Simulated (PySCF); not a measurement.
C5H3N3S.
SMILES: `c1(C#C/C=N\[H])nscn1`

Computed with TDDFT PBE0/def2-SVPD, vertical, gas phase, core orbitals frozen in the response in PySCF 2.14.0, density-fitted response routines. Isolated species at its GFN2-xTB geometry, gas phase.

Broadening: Gaussians 0.5 eV wide at half height, area fixed by f = 4.319×10⁻⁹ ∫ε dν̃. The width is an assumption, not a result. The curve ends short of the highest state used, and states not computed would add to its high-energy end.

λ (nm), ε (L mol⁻¹ cm⁻¹) and a bar:
```
    240.6       3226 ####
    245.1       4693 #####
    249.6       8381 #########
    254.2      14180 ################
    258.7      20384 #######################
    263.2      25045 ############################
    267.7      26573 ##############################
    272.2      24667 ############################
    276.8      20177 #######################
    281.3      14850 #################
    285.8       9915 ###########
    290.3       6074 #######
    294.8       3456 ####
    299.4       1827 ##
    303.9        941 #
    308.4        478 #
    312.9        248 
    317.4        135 
    322.0         77 
    326.5         47 
    331.0         29 
    335.5         18 
    340.0         11 
    344.6          7 
    349.1          4 
    353.6          2 
    358.1          1 
    362.6          1 
    367.2          0 
    371.7          0
```

Q: Where are the band maxima, and which computed states make them?

A: 267 nm (4.64 eV), ε about 27000, made up of S2 (100%) (ε in L mol⁻¹ cm⁻¹; maxima over ε = 5, shares over 10%). The states used: S1 4.09 eV (f 0.0017); S2 4.64 eV (f 0.492); S3 4.70 eV (f 0.0002); S4 4.92 eV (f 0.0006); S5 5.41 eV (f 0.069); S6 5.60 eV (f 0.0012); S7 5.73 eV (f 0.0003); S8 5.75 eV (f 0.0006).

Q: What would ε be at 4.64 eV, the highest of these maxima, with half the width (0.25 eV)?

A: About 53100 L mol⁻¹ cm⁻¹ against 26600, a factor of about 2.00; a lone state at its own centre would give exactly 2.

Q: Coming from long wavelengths, where does ε first pass 100 L mol⁻¹ cm⁻¹?

A: At about 320 nm (3.88 eV), 0.21 eV below S1.

Q: Does any computed singlet lie in the visible range?

A: No computed singlet lies in the visible range (380 to 750 nm); the lowest, at 303 nm, stands 0.82 eV above its violet end (3.26 eV); a Tamm–Dancoff triplet lies at 412 nm, without intensity as long as spin–orbit coupling is left out.
